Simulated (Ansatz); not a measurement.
Total energies of `F[CH]1O[CH2][Al]1[F]`.

```xyz
9

F    -0.341   -2.034   -0.519
C     0.594   -1.047   -0.201
O     0.423    0.066   -1.028
C    -0.493    1.033   -0.444
Al   -0.058    0.141    1.246
F    -0.068    0.373    2.874
H     1.576   -1.479   -0.398
H    -0.133    2.036   -0.676
H    -1.499    0.912   -0.855
```

The species carries charge 0 and has multiplicity 1. Geometry: relaxed with PBE0-D4/def2-TZVP. Basis def2-TZVPP, Ansatz 0.2.0.

RPA on PBE orbitals: Hartree–Fock energy of these orbitals -593.23985 Eh, correlation -1.75371 Eh (frozen core).

| functional | kind | energy without D4 (Eh) | D4 term (kJ/mol) |
| --- | --- | --- | --- |
| LDA (SPW92) | LDA | -591.98782 | – |
| PBE | GGA | -595.04600 | -16.5 |
| revPBE | GGA | -595.37732 | -52.3 |
| BLYP | GGA | -595.49658 | -36.8 |
| r2SCAN | meta-GGA | -595.35569 | -4.0 |
| B97M-V | meta-GGA with VV10 | -595.39110 | – |
| PBE0 | global hybrid, 25 % exact exchange | -595.06780 | -13.9 |
| B3LYP | global hybrid, 20 % | -595.56946 | -26.7 |
| r2SCANh | meta-GGA hybrid, 10 % | -595.33276 | -4.2 |
| r2SCAN0 | meta-GGA hybrid, 25 % | -595.30004 | -4.7 |
| HSE06 (plane-wave form) | screened hybrid | -595.04643 | -12.9 |
| BHLYP | global hybrid, 50 % | -595.38619 | -20.3 |
| CAM-B3LYP | range-separated hybrid | -595.44345 | -14.0 |
| LC-ωPBE | long-range corrected hybrid | -595.25654 | – |
| ωB97X-V | range-separated hybrid GGA with VV10 | -595.39046 | – |
| ωB97M-V | range-separated hybrid meta-GGA with VV10 | -595.43283 | – |
| B2PLYP | double hybrid | -595.20961 | – |
| PBE-QIDH | double hybrid | -594.93136 | – |

B3LYP takes the VWN-RPA correlation (the form of Gaussian; ORCA's B3LYP/G). HSE06 is the plane-wave form, built on full-range PBE exchange. The double hybrids freeze the cores in their second-order part.

LC-ωPBE has ω = 0.4 bohr⁻¹.
